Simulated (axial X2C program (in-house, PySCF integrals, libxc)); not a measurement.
## Spin–orbit effects down a group: molecules with F (ions), CCSD

Calculated with an axial X2C code built on PySCF integrals, spin-free (one-electron X2C) or two-component (2c: spin–orbit coupling with atomic mean-field Coulomb and Gaunt terms, which also bring small scalar terms), in Dyall basis sets with cores contracted in-house; open shells are unrestricted.

Basis sets: C dyall-v3z, F dyall-av3z, Ge dyall-cv3z, Sn dyall-cv3z. Frozen shells (counts by l): CF⁺ F 1s, C 1s, 10 electrons correlated; GeF⁺ Ge 3s2p1d, F 1s, 10 electrons correlated; SnF⁺ Sn 4s3p2d, F 1s, 10 electrons correlated. Coupled cluster in natural virtuals with an MP2 remainder. Where the outer core of a metal is frozen, bonds come out longer and ionisation energies lower.

```json
{"molecule": "CF⁺", "spin-free state": "M_S = 0, Λ = 0", "Re (Å)": "1.156", "ωe (cm⁻¹)": "1820.7", "De (eV)": "7.46", "2c state": "Ω = 0", "Re 2c (Å)": "1.156", "ωe 2c (cm⁻¹)": "1821.4", "De 2c (eV)": "7.44"}
{"molecule": "GeF⁺", "spin-free state": "M_S = 0, Λ = 0", "Re (Å)": "1.670", "ωe (cm⁻¹)": "820.8", "De (eV)": "5.51", "2c state": "Ω = 0", "Re 2c (Å)": "1.671", "ωe 2c (cm⁻¹)": "820.4", "De 2c (eV)": "5.38"}
{"molecule": "SnF⁺", "spin-free state": "M_S = 0, Λ = 0", "Re (Å)": "1.877", "ωe (cm⁻¹)": "700.7", "De (eV)": "4.98", "2c state": "Ω = 0", "Re 2c (Å)": "1.878", "ωe 2c (cm⁻¹)": "700.4", "De 2c (eV)": "4.66"}
```

Work out the shifts from the spin-free to the two-component result.



```csv
molecule,2c state,ΔRe (Å),Δωe (cm⁻¹),ΔDe (eV)
CF⁺,Ω = 0,0.000,noise,-0.02
GeF⁺,Ω = 0,0.001,-0.4,-0.13
SnF⁺,Ω = 0,0.001,-0.3,-0.32
```

Shifts of one unit in the last digit are rounding. Where the truncated virtual spaces of the two runs make Δωe unreliable it is marked noise.

Fragments in 2c: F + C+, Ge+ + F, Sn+ + F. Each entry is the lowest single determinant of a limited PBE0 search at one distance. De goes to single-determinant-based atoms at the same level (for ions the charge split of lowest energy) and is withheld (n/a) where an atom does not fit its ground term or J level. Main or longest-lived isotopes.
